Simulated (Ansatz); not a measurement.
The same atomization along the group B, Al, In.

Isolated molecules relaxed with PBE0-D4/def2-TZVP in Ansatz; ΔE leaves out vibrations. CCSD(T)/CBS is the MP2 limit (def2-TZVPP, def2-QZVPP) plus CCSD(T) − MP2 in def2-TZVPP, frozen cores. This one scheme is used for every species, atoms too. DFT in def2-TZVPP. Open shells (•) are unrestricted, without spin–orbit coupling. Spin–orbit coupling would lower the free atoms: a little for Al, B, C; strongly for In. Elements past krypton have def2 core potentials. For In outer-core shells are correlated without core-valence functions, so the limit isn't a true one: a few kJ/mol of doubt a bond, and 10 to 20 or more in all where bonds break to atoms. One conformer a species, not always the lowest.

```csv
reaction,ωB97M-V (kJ/mol)
`C=CB(C=C)C=C` → B• + 6 C• + 9 H•,6914
`C=[CH][Al]([CH]=C)[CH]=C` → Al• + 6 C• + 9 H•,6579
`C=[CH][In]([CH]=C)[CH]=C` → In• + 6 C• + 9 H•,6342
```

Q: Give the CCSD(T)/CBS values in the same order. (Estimate.)

A: The calculation gave: 6875, 6557, 6334 kJ/mol.

Largest T1 diagnostic: 0.018, for Al•.

For atomizations the MP2-based limit and the directly extrapolated one differ by several kJ/mol either way, and by 10 to 25 for some Ge, Se and Sn compounds, so smaller differences from it don't rank the levels.
